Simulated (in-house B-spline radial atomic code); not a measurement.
# RPA and G0W0 on TPSS: the sulfur ion S⁶⁺

Configuration [He] 2s2 2p6, mean-field start TPSS. Computed with an all-electron radial atomic-structure program (B-spline basis): all electrons, non-relativistic, point nucleus, each spin shell either full or empty, empty states to l = 9 with an (l + 1/2)⁻⁴ tail; G0W0 by contour deformation at full frequency.

Command:
```bash
python run_gw.py task.json out
```
Settings (radii: box in bohr, nucleus in fm):
```
Z                        16
electrons                10
configuration            [He] 2s2 2p6
hamiltonian              nr
method                   tpss,tpss
lmax                     9
spin_polarised           False
box_radius               9.29
intervals                47
```

Time taken, with all properties: 0.8 s on 1 thread of Arm Neoverse N1, with other jobs on the host.

Energies (hartree):

| term | value |
| --- | --- |
| mean-field total | -387.99125 |
| Hartree-Fock functional on these orbitals | -387.56071 |
| direct second order | -0.66605 |
| second-order exchange | 0.23529 |
| SOSEX correction | 0.22186 |

Task: What is the RPA correlation energy, and what remains with SOSEX?

Result: RPA gives -0.6124 hartree (-1.67 eV per electron); RPA + SOSEX gives -0.39054, and the second-order doubles -0.43076 hartree (no singles). RPA lacks exchange-type terms and so overcorrelates at short range.

Quasi-particle levels (eV):

| level | occupied | mean field | Σx - vxc | Σc | QP weight | G0W0 |
| --- | --- | --- | --- | --- | --- | --- |
| 2p | yes | -258.61 | -24.46 | ? | ? | ? |
| 2s | yes | -313.17 | -32.05 | 4.92 | 0.968 | -340.30 |
| 1s | yes | -2512.55 | -97.23 | 28.24 | 0.893 | -2581.54 |
| 3s | no | -94.35 | 7.34 | -0.67 | 0.997 | -87.68 |

G0W0 = mean field + (Σx - vxc) + Σc, with Σc (partial-wave tail included) taken at the quasi-particle energy.

Task: Where does G0W0 put 2p?

Result: At -280.92 eV, with Σc = 2.16 eV and a quasi-particle weight of 0.977. The tabulated removal energy is 280.954 ± 0.007 eV (NIST, measured); the calculation leaves out relativity, Breit and QED terms, and what these don't explain is the method's own error.
